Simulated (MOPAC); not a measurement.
MOPAC input (PM6):

```
PM6 1SCF CHARGE=1 GEO-OK AUX(PRECISION=9) THREADS=1
H2NSi

H    -0.00644600 1   -0.10946200 1   -1.95909400 1
Si    0.00777300 1    0.04938600 1   -0.50151200 1
N    -0.01415700 1   -0.08751600 1    0.99751600 1
H    -0.00328200 1    0.03066600 1    1.99765500 1
```

Output:

```
 *******************************************************************************
 **                                                                           **
 **                              MOPAC v23.2.5                                **
 **                                                                           **
 *******************************************************************************
 ** MOPAC's Digital Object Identifier: https://doi.org/10.5281/zenodo.6511958 **
 **                                                                           **
 ** Please cite the open-source release paper for use of this MOPAC version:  **
 ** J. E. Moussa and J. J. P. Stewart (2026)                                  **
 ** MOPAC: An open-source semiempirical molecular orbital program             **
 ** J. Open Source Softw., 11(119), 8025, https://doi.org/10.21105/joss.08025 **
 *******************************************************************************

                              PM6 CALCULATION RESULTS

 *******************************************************************************
 *  PM6        - The PM6 Hamiltonian to be used
 *  GEO-OK     - OVERRIDE INTERATOMIC DISTANCE AND OTHER SAFETY CHECKS
 *
 *
 *
 *                 CHARGE ON SYSTEM = +1
 *
 *
 *
 *  1SCF       - DO 1 SCF AND THEN STOP
 *  AUX        - OUTPUT AUXILIARY INFORMATION
 *******************************************************************************
PM6 1SCF CHARGE=1 GEO-OK AUX(PRECISION=9) THREADS=1
 H2NSi

   ATOM   CHEMICAL          X               Y               Z
  NUMBER   SYMBOL      (ANGSTROMS)     (ANGSTROMS)     (ANGSTROMS)

     1       H         -0.00644600  *  -0.10946200  *  -1.95909400  *
     2      Si          0.00777300  *   0.04938600  *  -0.50151200  *
     3       N         -0.01415700  *  -0.08751600  *   0.99751600  *
     4       H         -0.00328200  *   0.03066600  *   1.99765500  *

          CARTESIAN COORDINATES

    NO.       ATOM           X           Y           Z

     1         H         -0.0064     -0.1095     -1.9591
     2        Si          0.0078      0.0494     -0.5015
     3         N         -0.0142     -0.0875      0.9975
     4         H         -0.0033      0.0307      1.9977

 General Reference for PM6:
 "Optimization of Parameters for Semiempirical Methods V: Modification of NDDO Approximations
 and Application to 70 Elements", J. J. P. Stewart, J. Mol. Mod., 13, 1173-1213 (2007)
 URL: https://link.springer.com/article/10.1007/s00894-007-0233-4

           Empirical Formula: H2 N Si  =     4 atoms

      MOLECULAR POINT GROUP   :   Cs

      RHF CALCULATION, NO. OF DOUBLY OCCUPIED LEVELS = 5

 -------------------------------------------------------------------------------
 PM6 1SCF CHARGE=1 GEO-OK AUX(PRECISION=9) THREADS=1
 H2NSi

     1SCF WAS SPECIFIED, SO BFGS WAS NOT USED
     SCF FIELD WAS ACHIEVED

                              PM6 CALCULATION
                                                       MOPAC v23.2.5 Linux

          FINAL HEAT OF FORMATION =        242.28643 KCAL/MOL =    1013.72642 KJ/MOL

          COSMO AREA              =         85.10 SQUARE ANGSTROMS
          COSMO VOLUME            =         70.96 CUBIC ANGSTROMS

          IONIZATION POTENTIAL    =         15.815890 EV
          HOMO LUMO ENERGIES (EV) =        -15.816 -7.381
          NO. OF FILLED LEVELS    =          5
          MOLECULAR WEIGHT        =         44.1080         POINT GROUP:  Cs

          MOLECULAR DIMENSIONS (Angstroms)

            Atom       Atom       Distance
            H     4    H     1     3.95923
            N     3   Si     2     0.19127
           Si     2    H     4     0.00000

          SCF CALCULATIONS        =          1

   ATOM   CHEMICAL          X               Y               Z
  NUMBER   SYMBOL      (ANGSTROMS)     (ANGSTROMS)     (ANGSTROMS)

     1       H         -0.00644600  *  -0.10946200  *  -1.95909400  *
     2      Si          0.00777300  *   0.04938600  *  -0.50151200  *
     3       N         -0.01415700  *  -0.08751600  *   0.99751600  *
     4       H         -0.00328200  *   0.03066600  *   1.99765500  *

                             CARTESIAN COORDINATES

   1    H       -0.006446000    -0.109462000    -1.959094000
   2   Si        0.007773000     0.049386000    -0.501512000
   3    N       -0.014157000    -0.087516000     0.997516000
   4    H       -0.003282000     0.030666000     1.997655000

           Empirical Formula: H2 N Si  =     4 atoms

      MOLECULAR POINT GROUP   :   Cs

                  EIGENVALUES
 -33.39368 -22.81391 -18.16726 -15.87338 -15.81589  -7.38074  -5.39182  -5.38973
  -4.94304  -4.94211  -2.18252  -2.05938  -1.26751  -0.83417   2.89115

              NET ATOMIC CHARGES AND DIPOLE CONTRIBUTIONS

  ATOM NO.   TYPE          CHARGE      No. of ELECS.   s-Pop       p-Pop       d-Pop
    1          H          -0.006781        1.0068     1.00678
    2         Si           1.232289        2.7677     0.92704     1.12567     0.71501
    3          N          -0.529692        5.5297     1.51389     4.01580
    4          H           0.304184        0.6958     0.69582
 DIPOLE           X         Y         Z       TOTAL
 POINT-CHG.     0.076     0.554    -2.516     2.577
 HYBRID         0.064     0.499    -0.945     1.071
 SUM            0.140     1.053    -3.461     3.620

          ATOMIC ORBITAL ELECTRON POPULATIONS

     Atom    s        px        py        pz      x^2-y^2     xz        z^2       yz        xy
    1  H   1.00678
    2 Si   0.92704   0.26465   0.26865   0.59237   0.00214   0.30605   0.10903   0.29564   0.00215
    3  N   1.51389   1.42682   1.41753   1.17145
    4  H   0.69582

 **********************
 *                    *
 * JOB ENDED NORMALLY *
 *                    *
 **********************

 == MOPAC DONE ==
```

The dipole moment of an ion depends on the origin.

The geometry given is a B3LYP-D3(BJ)/def2-TZVP minimum.
